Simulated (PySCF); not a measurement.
# Stationary points of ScSBr

Level of theory: PBE0/[Sc def2-TZVP, S def2-TZVP, Br def2-TZVP], no relativity, density fitting, PySCF.

Relaxations began from a few typed shapes. The search is not exhaustive: other isomers or separated fragments can lie lower, and high-lying points may rest on an excited occupation.

Question: Which is the lowest minimum found?
A. singlet C∞v: Sc–Br 2.527 Å, Sc–S 2.151 Å; Br–Sc–S 180.0°
B. singlet Cs: Sc–Br 2.472 Å, Sc–S 2.137 Å; Br–Sc–S 127.9°

Answer: B. The others lie at 13.9 (singlet C∞v, a saddle point) kJ/mol above it.

Formally Sc is in oxidation state +3, d0. The polar-tensor charge on Sc, 1.54, is far below the formal one.
